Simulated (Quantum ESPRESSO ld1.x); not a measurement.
One sound ld1.x (Quantum ESPRESSO 7.5) input for neutral scandium gives E = -758.6748 hartree in 33 iterations:

```
 &input
    zed=21.0,
    iswitch=1,
    rel=0,
    lsd=1,
    dft='PZ',
    config='[Ar] 3d1 4s2',
    prefix='ld1',
    max_out_wfc=37,
    file_charge='ld1.rho',
 /
```

Changed or added lines, one case at a time, and what came of them:

- dx=0.001: refused. The program stops in do_mesh with "ndmx is too small": the mesh holds 3500 points at most, so dx, xmin and rmax must fit that.
- rel=1 relpert=.true. (without lsd): refused. The program stops in ld1_readin with "perturbative SO-splitting for AE calculations with rel=0 only": the perturbative correction needs rel = 0.
- config='[Ar] 3d1 4s2 1s1': refused. The program stops in occ_spin with "wrong occupations": the bracketed core already holds 1s.
- dft='BLYP': silently wrong. The run ends normally, but in this build (ld1.x 7.5) Etot and Exc of a spin-polarised run lack the gradient corrections of exchange and correlation and come out near their LSDA values (nitrogen, PBE: -54.132 hartree against -54.536 from two other codes). The eigenvalues and orbitals are those of the GGA; the energies must not be used.
- dft='HF': refused. The program stops in ld1_setup with "HF not implemented yet": ld1.x has no Hartree-Fock; KLI and OEP are its exact-exchange options.
- config='[Ar] 3d1 4s': refused. The program stops in el_config with "no occupancy field?": each term needs its occupation.
- config='[Ar] 3d1 4s2 5g1': refused. The program stops in el_config with "l not found:G": the config string knows s, p, d and f alone.
